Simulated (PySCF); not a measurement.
A structure optimised at B3LYP-D3(BJ)/def2-TZVP, used in a PySCF frequency run:

```
Ge
H 1 1.5406
H 1 1.5406 2 108.57
H 1 1.5406 2 108.57 3 -117.86
C 1 1.9658 2 110.36 4 -121.07
H 5 1.0895 1 110.20 2 60.00
H 5 1.0895 6 108.73 1 120.88
H 5 1.0895 6 108.73 7 118.23
```
Charge 0, spin multiplicity 1.

Question: Write its SMILES, formula and point group.

Answer: [CH3][GeH3], CH6Ge, C3v

Question: What are its rotational constants (standard atomic weights)?

Answer: 53.364, 8.5248, 8.5248 GHz
